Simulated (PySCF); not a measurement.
Gas-phase reaction: GaCl2 + GaH3 + H ⇌ 2 GaH2Cl

Method: PySCF energies plus ideal-gas RRHO corrections (1 bar). † marks an energy on the PBE0/def2-TZVP geometry and frequencies; other levels use their own. MP2 and CCSD(T) freeze the core. 6-31G* has spherical d functions here. Open shells (unrestricted): GaCl2 (multiplicity 2), H (multiplicity 2); the rest are closed-shell singlets. Ga: all electrons, no relativistic terms. GaCl2, GaH3, GaH2Cl: computed as isolated molecules; such fragments, hydroxides, amides, oligomers or adducts are transient or little studied in the gas. MP2 isn't extrapolated to the basis-set limit; its ΔH°(298 K) is -320.5 kJ in def2-SVP and -332.4 kJ in def2-TZVPP. CCSD(T) isn't extrapolated to the basis-set limit; its ΔH°(298 K) is -330.5 kJ in def2-SVP and -342.0 kJ in def2-TZVPP. The harmonic model lacks anharmonicity and excited electronic states, which grow with temperature; levels with a mode under 35 cm⁻¹ are left out. Soft modes under 120 cm⁻¹ make the harmonic entropy rough for GaCl2.

| level | ΔE electronic, kJ | ΔH°(298 K), kJ | ΔS°(298 K), J/K | ΔG°(1600 K), kJ |
|---|---|---|---|---|
| CCSD(T)/def2-SVP† | -345 | -331 | -107 | -151 |
| HF/6-31G* | -275 | -260 | -106 | -80 |
| HF/def2-TZVP† | -275 | -260 | -107 | -81 |
| MP2/def2-SVP† | -335 | -320 | -107 | -141 |
| MP2/def2-TZVPP† | -347 | -332 | -107 | -153 |
| PBE/def2-TZVP† | -331 | -317 | -107 | -137 |
| PBE0/def2-TZVP | -338 | -324 | -107 | -144 |
| LDA/def2-TZVP† | -373 | -359 | -107 | -179 |
| ωB97M-V/def2-TZVP† | -353 | -338 | -107 | -158 |
| ωB97X-V/def2-TZVP† | -359 | -345 | -107 | -165 |
ΔH° is lowest at LDA/def2-TZVP† and highest at HF/6-31G*. No reference value is set beside these.
